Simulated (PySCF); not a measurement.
Broadened absorption spectrum of C5H4NOP

Compound: C5H4NOP.
Atom-mapped SMILES: `[O:1]=[CH:2][c:3]1[n:4][cH:5][cH:6][cH:7][p:8]1` (hydrogens: H9 on C2; H10 on C5; H11 on C6; H12 on C7)

The calculation used PySCF 2.14.0, density-fitted response routines, TDDFT PBE0/def2-SVPD, vertical, gas phase, core orbitals frozen in the response. One conformer (not necessarily the lowest) at the GFN2-xTB geometry, without solvent, vibrations or thermal averaging. Torsions of this conformer, `[O:1]=[CH:2][c:3]1[n:4][cH:5][cH:6][cH:7][p:8]1`: O1–C2–C3–N4 180°.

Computed states:

```tsv
state	E (eV)	f
S1	2.92	0.0011
S2	3.72	0.0007
S3	3.84	0.0029
S4	4.36	0.099
S5	4.78	0.025
S6	4.81	0.0067
S7	4.90	0.0009
S8	5.50	0.0021
```

Each state is given a Gaussian of 0.4 eV full width at half maximum, with ε(max) = 2.175×10⁸ f / Δν̃ (Δν̃ the width in cm⁻¹). The width is an assumption, not a result. The curve ends short of the highest state used, and states not computed would add to its high-energy end.

Question: Give the broadened spectrum and its maxima.

Answer: 
| λ (nm) | ε (L mol⁻¹ cm⁻¹) |
| --- | --- |
| 252.9 | 1820 |
| 265.1 | 2955 |
| 277.3 | 5843 |
| 289.5 | 5997 |
| 301.7 | 2242 |
| 313.9 | 523 |
| 326.1 | 264 |
| 338.3 | 164 |
| 350.5 | 68 |
| 362.7 | 20 |
| 374.9 | 10 |
| 387.1 | 21 |
| 399.3 | 44 |
| 411.5 | 68 |
| 423.7 | 78 |
| 435.9 | 69 |
| 448.1 | 51 |
| 460.3 | 31 |
| 472.5 | 16 |
| 484.7 | 8 |
| 496.9 | 3 |
| 509.1 | 1 |
| 521.3 | 0 |
| 533.5 | 0 |

Maxima: 424 nm (2.92 eV), ε about 78, made up of S1 (100%); 284 nm (4.37 eV), ε about 6800, made up of S4 (98%) (ε in L mol⁻¹ cm⁻¹; maxima over ε = 5, shares over 10%).

Question: What would ε be at 4.37 eV, the highest of these maxima, with half the width (0.2 eV)?

Answer: About 13300 L mol⁻¹ cm⁻¹ against 6780, a factor of about 1.97; a lone state at its own centre would give exactly 2.

Question: Does any computed singlet lie in the visible range?

Answer: S1 lies in the visible range (380 to 750 nm), at 424 nm, f = 0.0011; light of that wavelength is violet, and its complementary colour is yellow-green; a Tamm–Dancoff triplet lies at 500 nm, without intensity as long as spin–orbit coupling is left out.

Question: Coming from long wavelengths, where does ε first pass 100 L mol⁻¹ cm⁻¹?

Answer: At about 346 nm (3.59 eV), 0.66 eV above S1.

Time: 51 s wall (with the writing of density and orbital grids); peak memory 0.80 GiB. Hardware: Intel Xeon Platinum 8488C, one thread, on a shared host.
